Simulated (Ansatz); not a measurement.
Cl2Se (SMILES Cl[Se]Cl) moved off its minimum; all values from Ansatz (a program for electronic structure), cores frozen in correlated methods.
(charge 0, multiplicity 1)
```xyz
3

Se     0.0032    -0.0329     0.6847
Cl     1.0539     1.2790    -0.6600
Cl    -1.1193    -1.3011    -0.7724
```

Give the forces (eV/Å), the total energy and the dipole at CCSD(T)/def2-TZVPPD.


```tsv
atom	Fx	Fy	Fz
Se1	-0.506	-0.578	-0.532
Cl2	0.040	0.051	-0.063
Cl3	0.466	0.527	0.594
```
Energy -3319.4667 hartree, dipole 1.14 D.
